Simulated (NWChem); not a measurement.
System: SiH2OClF; SMILES F[SiH](Cl)O

```xyz
6

Si    -0.0026     0.4328     0.3759
O     -1.3216     1.1810    -0.2363
F      1.3462     1.0421    -0.2668
Cl     0.0015    -1.5636    -0.0964
H      0.0111     0.6405     1.8310
H     -1.5435     1.0543    -1.1640
```
Atoms are numbered in this order, from 1.

Computed with NWChem. Coordinates come from a PBE0/def2-SVP optimisation.

### Question
Taking TPSS/def2-TZVPP as the yardstick, which of these has the fewest basis functions while keeping “dipole (D)” within 0.05 D of it: TPSS/def2-TZVP; TPSS/def2-SVPD; TPSS/def2-SVP?

### Answer
TPSS/def2-SVPD.
```csv
level,basis functions,dipole (D),relative time (rough)
TPSS/def2-SVP,74,1.23,1
TPSS/def2-SVPD,113,1.09,2
TPSS/def2-TZVP,148,1.13,6
TPSS/def2-TZVPP,174,1.12,5
```

The yardstick is one finite set, not the basis-set limit.
